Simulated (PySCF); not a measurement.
## Computed properties of CH7FOSi2, SMILES CO[Si@@H](F)[SiH3]

CH7FOSi2, SMILES CO[Si@@H](F)[SiH3]. Coordinates come from a B3LYP-D3(BJ)/def2-SVP optimisation. The structure was generated by enumeration; whether it is a known compound was not checked. The values are those of a single conformer. All values are computed for the isolated molecule unless a solvent is named; none is compared with measurement here.

**Structure.** All 30 harmonic modes at B3LYP-D3(BJ)/def2-SVP (PySCF) are real, so it is a minimum. With heavy atoms numbered as in [CH3:1][O:2][Si@@H:3]([F:4])[SiH3:5], the shortest bond between them is C1–O2 at 1.414 Å and the longest Si3–Si5 at 2.340 Å.

**Vibrations.** The strongest infrared lines (harmonic, unscaled, degenerate partners summed) lie at 810 cm⁻¹ (462 km/mol, H 79 %, Si 18 %), 1144 cm⁻¹ (264 km/mol, O 42 %, C 32 %, H 23 %), 2205 cm⁻¹ (131 km/mol, H 97 %). The softest mode is at 69 cm⁻¹ and the zero-point energy is 49.6 kcal/mol.

**Electronic structure.** B3LYP/def2-TZVP (PySCF) places the frontier levels at -8.10 and -0.33 eV, a gap of 7.77 eV, and gives a dipole moment of 1.49 D and a mean polarisability of 70.4 bohr³. PBE/def2-TZVP (PySCF) at the same geometry gives -6.99 and -1.00 eV, so its gap is 1.78 eV narrower. An orbital gap is neither the optical nor the fundamental gap.

**Excitations.** TDA-PBE0/def2-SVPD (PySCF) has S1 at 6.93 eV (179 nm, f = 0.030, weak); the most intense of the 10 singlets computed lies at 8.03 eV (f = 0.29). T1 (TDA) is at 6.02 eV, 0.91 eV under S1. TDA-PBE/def2-SVPD (PySCF) puts S1 at 6.24 eV. No vertical singlet excitation falls in the visible range (under 3.1 eV).

**NMR.** GIAO shifts at HF/pcSseg-1 (PySCF) (non-relativistic, atoms alike by connectivity averaged): ¹³C at 52.8 ppm against TMS; ¹H from 3.5 to 4.9 ppm against TMS; ²⁹Si from -96.5 to -3.3 ppm against TMS; ¹⁹F at -133.0 ppm against CFCl3.

**Solvation.** SMD-B3LYP/def2-SVP (PySCF) gives 1.1 kcal/mol in water, -2.4 kcal/mol in ethanol, -1.9 kcal/mol in chlorobenzene (1 M in both phases, gas-phase geometry); of these solvents ethanol holds the molecule best.
